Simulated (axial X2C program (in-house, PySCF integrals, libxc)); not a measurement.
**Nuclear properties of SnP⁺**

Calculated with an in-house all-electron X2C program for linear molecules (integrals from PySCF): two-component X2C with atomic mean-field Coulomb and Gaunt terms, Gaussian nuclei, basis Sn dyall-cv3z, P dyall-v3z with contracted cores.

R = 2.518 Å (near the PBE0 minimum at charge 1 of the determinant lowest at the starting distance; the state shown can have its own minimum elsewhere).

Determinant lowest in the PBE0 search, Ω = 1 (⟨Sz⟩ = 1.00, ⟨Lz⟩ = 0.00 at PBE0), spin on the atoms Sn 0.16, P 0.84:

| level | Eeff magnitude (GV/cm) | Ws magnitude Sn (kHz) | A∥/gI Sn (MHz) | qzz Sn (a.u.) | A∥/gI P (MHz) | qzz P (a.u.) |
| --- | --- | --- | --- | --- | --- | --- |
| PBE0 | 0.37 | 0.29 | -154 | -8.51 | -173 | -1.55 |
| HF | 3.11 | 1.76 | -217 | -9.65 | -143 | -1.14 |
| TPSSh | 0.0182 | 0.0893 | -140 | -8.31 | -124 | -1.59 |
| LDA | 0.397 | 0.322 | -208 | -7.92 | -154 | -1.78 |
| B3LYP | 0.557 | 0.406 | -144 | -8.23 | -152 | -1.65 |

Determinant 0.78 eV from it at PBE0 and this distance, Ω = 0 (closed shell), highest spinor 72% P p, 21% Sn p, 3% Sn d:

| level | qzz Sn (a.u.) | qzz P (a.u.) |
| --- | --- | --- |
| PBE0 | -7.42 | -1.96 |
| HF | -8.69 | -1.68 |
| TPSSh | -7.10 | -2.04 |
| LDA | -6.97 | -2.14 |
| B3LYP | -7.19 | -2.09 |

Eeff is the effective electric field on the electron electric dipole moment in this Ω state and Ws the scalar–pseudoscalar constant of the nucleus named (defined with the proton number Z and per Ω); A∥ (defined per Ω) follows by multiplying with gI = μI/(I μN); qzz is the electric field gradient, eQq0 = 234.96 MHz × Q/barn × qzz. The operators were transformed with the bare-nucleus X2C matrices; with these basis sets, hyperfine constants and field gradients can be off by tens of per cent, and where levels differ in sign neither size nor sign is settled.

Question: With gI(119Sn) = -2.0946, gI(31P) = 2.2632 (g factors from the IAEA table of nuclear moments by Stone), turn the PBE0 values of the first state into constants in MHz.

Answer: A∥(119Sn) = -154 × -2.0946 = 323 MHz; A∥(31P) = -173 × 2.2632 = -392 MHz.

Each state is one determinant with collinear spin, which with several unpaired electrons need not be a pure state. Unrestricted Hartree–Fock can overshoot spin polarisation at the nuclei. In the state Ω = 1 the sign of Eeff differs between levels (HF against PBE0). A closed determinant beside an open π² or δ² triplet, such as (π1/2)², mixes with its partner pair into the 0⁺ component of the triplet and ¹Σ⁺, so its energy is not that of a level, and 0⁺ can lie lowest. With several open shells hyperfine constants can be off by a factor of several. Where Eeff spreads by more than a factor of two the levels disagree and none is to be relied on. Open-shell Ω = 0 determinants with evenly filled partner blocks cannot be reached by this program, so the Ω shown need not be the lowest component. The search compared states at one distance, so a state with another bond length can lie lower. The sign of Ws at Sn differs between levels in the first state. Further determinants of the search, some of them spin-mixed, are not shown. PBE0 term energies can be off by some tenths of an eV.
